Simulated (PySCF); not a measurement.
# Computed vibrations of La(OH)3

La(OH)3 (singlet). PySCF 2.14.0, RKS BP86, La lcecp-1-SVP with ECP46, O def2-SVP, H def2-SVP; non-relativistic Hamiltonian with scalar-relativistic core potentials where named; density fitting; no spin-orbit coupling. Central differences of gradients.

```xyz
7

La    0.0000    0.0000   -0.1705
O     2.0849    0.0000    0.4359
H     2.9271    0.0000    0.9169
O    -1.0425    1.8056    0.4359
H    -1.4636    2.5350    0.9169
O    -1.0425   -1.8056    0.4359
H    -1.4636   -2.5350    0.9169
```

Run from Python with OMP_NUM_THREADS=2. Where DIIS fails, smearing, a level shift and second-order steps follow.
It took 34 s on 2 threads of Arm Neoverse V2 (shared host).

(1) What are the harmonic wavenumbers and infrared intensities?

(2) Is this a minimum?

Results:

(1) Modes are labelled in C3v; negative numbers are unstable modes, those under 60 cm⁻¹ near the noise; a finer grid moves soft modes by up to 10 cm⁻¹.
```csv
cm⁻¹,km/mol,symmetry
73,4.2,a1
109,0.1,e
109,0.1,e
253,0.0,a2
332,288.6,e
332,288.6,e
410,28.6,e
410,28.6,e
444,353.2,a1
543,173.7,e
543,173.7,e
573,47.6,a1
3808,97.6,e
3808,97.6,e
3808,43.9,a1
```

(2) Yes. Ideal gas at 298.15 K and 1 bar: S = 357.1 J/(mol K), Cp = 110.7 J/(mol K), H − H(0 K) = 22.8 kJ/mol (rigid rotor, harmonic modes, spin degeneracy alone).
